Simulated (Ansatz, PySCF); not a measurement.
Process, species as SMILES: C=CC[Se]C + 5 [H][H] (H2) -> 4 C (CH4) + [SeH2] (H2Se)
Structures are relaxed separately at B3LYP-D3(BJ)/def2-TZVP in Ansatz (an electronic-structure program), one conformer each, not searched for the lowest. Frequencies are from Ansatz or PySCF.

Property: energy of full hydrogenation (0 K, with B3LYP-D3(BJ) harmonic zero-point energies), in kcal/mol. Cores are frozen in the correlated levels unless marked. No spin-orbit coupling. The frozen core is the preceding noble-gas configuration, with the filled d and f shells of earlier blocks. Non-relativistic. Basis-set limits of correlation are two-point, X^-3; Hartree-Fock from the larger set.

```tsv
level	program	energy of full hydrogenation (kcal/mol)
PBE/def2-TZVPD	Ansatz	-82.9
PBE0-D3(BJ)/def2-TZVP	Ansatz + dftd3	-86.2
RPA@PBE/cc-pVQZ	Ansatz	(withheld)
CCSD/6-31G*	Ansatz	(withheld)
CCSD(T)/CBS(cc-pVTZ,cc-pVQZ)	Ansatz	-82.1
```

What belongs in the gaps?


- RPA@PBE/cc-pVQZ, energy of full hydrogenation (kcal/mol): -79.6
- CCSD/6-31G*, energy of full hydrogenation (kcal/mol): -78.2
